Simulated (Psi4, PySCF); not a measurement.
Here is a job for Psi4.
```
memory 2 GB

molecule mol {
-1 2
  In    0.228952   -0.168076   -0.263510
  C    -1.809265   -1.275793    0.168211
  H    -2.459644   -1.350565   -0.709337
  H    -2.339481   -0.683076    0.919926
  H    -1.686030   -2.285571    0.572841
  C    -0.482777    2.024802   -0.758903
  H     0.337781    2.743988   -0.848484
  H    -1.112623    2.347803    0.075698
  H    -1.084038    2.096708   -1.670979
  C     1.164694    0.078097    1.888590
  H     2.060551    0.707246    1.905510
  H     1.420745   -0.871217    2.370051
  H     0.408171    0.567788    2.509391
}

set basis sto-3g
set reference uks
set scf_type pk
set puream true
set d_convergence 1e-8
set dft_radial_points 99
set dft_spherical_points 590

energy('bhhlyp')
print_variables()
```

### Question
Give the equivalent PySCF input.

### Answer
One answer among several that fit: 
```python
from pyscf import gto, scf, dft

mol = gto.Mole()
mol.atom = '''
    In    0.22895215   -0.16807644   -0.26351026
    C    -1.80926510   -1.27579263    0.16821116
    H    -2.45964441   -1.35056491   -0.70933650
    H    -2.33948104   -0.68307554    0.91992638
    H    -1.68602985   -2.28557070    0.57284125
    C    -0.48277658    2.02480246   -0.75890346
    H     0.33778056    2.74398803   -0.84848395
    H    -1.11262313    2.34780293    0.07569829
    H    -1.08403774    2.09670777   -1.67097867
    C     1.16469395    0.07809696    1.88858965
    H     2.06055072    0.70724590    1.90551002
    H     1.42074487   -0.87121702    2.37005108
    H     0.40817104    0.56778820    2.50939061
'''
mol.basis = 'sto-3g'
mol.charge = -1
mol.spin = 1
mol.verbose = 4
mol.build()

mf = dft.UKS(mol)
mf.xc = 'bhandhlyp'
mf.grids.atom_grid = (99, 590)
mf.grids.prune = None
mf.kernel()
```

Both were run: Psi4 gave -5803.135420 Eh and PySCF -5803.135439 Eh, 0.019 mEh apart.
